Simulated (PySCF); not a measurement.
C2H6ClNTe, SMILES [Te](N(C)C)Cl. The structure is a stationary point at PBE0-D3(BJ)/def2-SVP. The structure was generated by enumeration, and PubChem lists no compound with its InChIKey, so it may never have been made. The def2 effective core potentials stand for the cores of Te; spin–orbit coupling is left out. The values are those of a single conformer.

Computed equilibrium geometry at PBE0-D3(BJ)/def2-SVP (PySCF confirms it by a frequency run) as a Z-matrix, and its point group (one conformer of several):
point group Cs.
```
N
C 1 1.4478
H 2 1.0980 1 110.42
H 2 1.1039 3 108.31 1 -119.66
H 2 1.1072 3 108.29 4 -116.78
C 1 1.4478 2 113.83 3 -175.06
H 6 1.0980 1 110.42 2 175.06
H 6 1.1039 7 108.31 1 119.66
H 6 1.1072 7 108.29 8 116.78
Te 1 1.9960 2 118.65 3 37.93
Cl 10 2.4166 1 101.58 2 72.71
```
Charge 0, spin multiplicity 1.
